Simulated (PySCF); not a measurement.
Energy of Ga- (gallium, charge -1) between two integer charges

The 4p alpha orbital of [Ar] 3d10 4s2 4p2 is emptied in steps (occupation f), with all orbitals relaxed, ending at [Ar] 3d10 4s2 4p1. All numbers are calculated (PySCF 2.14, no relativity, point nucleus, in def2-TZVPPD (7s5p5d1f, 54 functions)). The exact energy is a straight line in f; departures are measured from the line between the end points of the same method.

| f | UHF (eV) | LDA (eV) | PBE (eV) | PBE0 (eV) | r2SCAN (eV) | LC-wPBE (eV) | BHandHLYP (eV) | B3LYP (eV) | BLYP (eV) |
| --- | --- | --- | --- | --- | --- | --- | --- | --- | --- |
| 1 | 0.000 | 0.000 | 0.000 | 0.000 | 0.000 | 0.000 | 0.000 | 0.000 | 0.000 |
| 0.8 | 0.064 | -0.447 | -0.429 | -0.305 | -0.408 | 0.032 | -0.198 | -0.346 | -0.445 |
| 0.6 | 0.094 | -0.672 | -0.643 | -0.455 | -0.604 | 0.051 | -0.297 | -0.518 | -0.669 |
| 0.4 | 0.092 | -0.673 | -0.643 | -0.452 | -0.593 | 0.056 | -0.296 | -0.517 | -0.669 |
| 0.2 | 0.060 | -0.449 | -0.428 | -0.299 | -0.387 | 0.041 | -0.197 | -0.344 | -0.446 |
| 0 | 0.000 | 0.000 | 0.000 | 0.000 | 0.000 | 0.000 | 0.000 | 0.000 | 0.000 |

Q: For BLYP, how does the orbital energy at f = 1 compare with the removal energy?

A: −ε = -3.055 eV against a total-energy difference of -0.278 eV. By Janak's theorem ε = ∂E/∂f, so the gap between them reflects the curvature. Along the path −ε is -1.952 (f = 0.8), -0.840 (f = 0.6), 0.278 (f = 0.4), 1.397 (f = 0.2) eV.

| method | E(f=0) − E(f=1) (eV) | −ε at f=1 (eV) | −ε at f=0.4 (eV) |
| --- | --- | --- | --- |
| UHF | -0.416 | -0.008 | -0.501 |
| LDA | 0.043 | -2.746 | 0.601 |
| PBE | -0.030 | -2.712 | 0.511 |
| PBE0 | 0.008 | -1.909 | 0.404 |
| r2SCAN | 0.101 | -2.473 | 0.656 |
| LC-wPBE | 0.069 | 0.259 | 0.047 |
| BHandHLYP | -0.215 | -1.456 | 0.037 |
| B3LYP | -0.102 | -2.265 | 0.335 |
| BLYP | -0.278 | -3.055 | 0.278 |

At f = 1 the orbital energy is positive for UHF, LDA, PBE, PBE0, r2SCAN, BHandHLYP, B3LYP, BLYP: only the finite basis holds the electron.

Reference removal energy between the ground levels: 0.301 eV (measured; photodetachment measurements, as compiled on the Wikipedia data page of electron affinities). The calculation has no spin-orbit coupling. UHF lacks correlation.
